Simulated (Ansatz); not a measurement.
AsH2 (SMILES [AsH2]) moved off its minimum; all values from Ansatz (an electronic-structure program), cores frozen in correlated methods. Open shells are unrestricted.
(charge 0, multiplicity 2)
```xyz
3

As     0.11715    -0.05735     0.07448
H     -1.22799    -1.03435    -0.11388
H      1.08419    -0.86735    -0.01445
```

**Question.** Give the forces (eV/Å), the total energy and the dipole at CCSD(T)/aug-cc-pVTZ.

**Answer.** 
```csv
atom,Fx,Fy,Fz
As1,-8.170,5.507,0.553
H2,1.836,0.691,0.162
H3,6.335,-6.198,-0.715
```
Energy -2235.4991 hartree, dipole 0.71 D.
